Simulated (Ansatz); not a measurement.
## Worked example: GaH(CH3)(NH2) + C2H8N2 → GaH(NH2)2 + C3H9N

Species: GaH(CH3)(NH2), singlet; C2H8N2 (ethylhydrazine) `CCNN`, singlet; GaH(NH2)2, singlet; C3H9N (ethylmethylamine) `CCNC`, singlet. The partners trade CH3 for NH2: Ga–CH3 and N–NH2 bonds give way to Ga–NH2 and N–CH3.

Shapes, held fixed at every level: PBE0-D4/def2-TZVP. Flexible molecules stand in one conformer, not always the lowest. Programs: Ansatz 0.2.0. Electronic energies: no zero-point or thermal term.

At CCSD(T)/def2-TZVPP; 1 Eh = 2625.50 kJ/mol:

```
      species   energy (Eh)
GaH(CH3)(NH2)  -2019.799443
       C2H8N2   -190.177340
    GaH(NH2)2  -2035.855922
        C3H9N   -174.173031
```

Work out ΔE of the reaction at this level.


1. Products less reactants: (-2035.855922) + (-174.173031) − [(-2019.799443) + (-190.177340)] = -0.052170 Eh = -137.0 kJ/mol.

Other levels give -149.2 (HF/def2-TZVPP) to -121.6 kJ/mol (PBE-D4/def2-TZVPP). No measured value is set beside it here. Relativity is left out for Ga unless named. Correlated rows may include outer-core shells of Ga, which these sets cover unevenly.
